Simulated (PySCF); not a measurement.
# Single point on SnO⁺

State: ²Π (doublet), unpaired electrons π ↑.

An equivalent input (the run itself took its basis sets from the Basis Set Exchange, started from a PBE0 density and held the occupation σ 7α 7β, πx 3α 2β, πy 3α 3β, δx 1α 1β, δy 1α 1β):

```python
from pyscf import gto, dft
mol = gto.M(atom='Sn 0 0 0; O 0 0 1.976', basis={'Sn': 'def2-TZVPPD', 'O': 'def2-TZVPPD'}, ecp={'Sn': 'def2-TZVPPD'},
            charge=1, spin=1, verbose=4, symmetry='C2v')
mf = dft.UKS(mol, xc='R2SCAN')
mf.grids.atom_grid = (80, 434)
mf.grids.prune = dft.gen_grid.treutler_prune
mf.irrep_nelec = {'A1': (8, 8), 'A2': (1, 1), 'B1': (3, 2), 'B2': (3, 3)}
mf.conv_tol = 1e-9
mf.max_cycle = 60
mf.diis_space = 10
mf.kernel()
```

The log (some set-up lines and the per-cycle HOMO/LUMO lines removed):

```
******** <class 'pyscf.dft.uks_symm.SymAdaptedUKS'> ********
method = SymAdaptedUKS
damping factor = 0
level_shift factor = 0
DIIS = <class 'pyscf.scf.diis.CDIIS'>
diis_start_cycle = 1
diis_space = 10
diis_damp = 0
SCF conv_tol = 1e-09
SCF conv_tol_grad = None
SCF max_cycles = 60
number electrons alpha = 15  beta = 14
Set gradient conv threshold to 3.16228e-05
init E= -289.244167480313
cycle= 1 E= -289.24483986751  delta_E= -0.000672  |g|= 0.026  |ddm|= 0.152
cycle= 2 E= -289.24243694858  delta_E= 0.0024  |g|= 0.0768  |ddm|= 0.0874
cycle= 3 E= -289.245211547335  delta_E= -0.00277  |g|= 0.00519  |ddm|= 0.0526
cycle= 4 E= -289.245225429788  delta_E= -1.39e-05  |g|= 0.00102  |ddm|= 0.00612
cycle= 5 E= -289.245225895773  delta_E= -4.66e-07  |g|= 0.000394  |ddm|= 0.00125
cycle= 6 E= -289.245226004436  delta_E= -1.09e-07  |g|= 5.77e-05  |ddm|= 0.000529
cycle= 7 E= -289.245226010359  delta_E= -5.92e-09  |g|= 2.92e-05  |ddm|= 0.000164
cycle= 8 E= -289.245226011038  delta_E= -6.79e-10  |g|= 7.98e-06  |ddm|= 5.95e-05
Extra cycle  E= -289.245226011048  delta_E= -1.02e-11  |g|= 7.18e-06  |ddm|= 1.84e-05
converged SCF energy = -289.245226011048  <S^2> = 0.75942365  2S+1 = 2.0094015
```

Repeating this along the bond gives Re = 1.980 Å and ωe = 634 cm⁻¹.

A point of this curve took 2.4 CPU seconds beside 0.63 for the integrals, on Intel Xeon Platinum 8488C (shared host).

Spin–orbit coupling is left out. The state is the lowest determinant that a PBE0 search found; another state may lie lower at other levels.
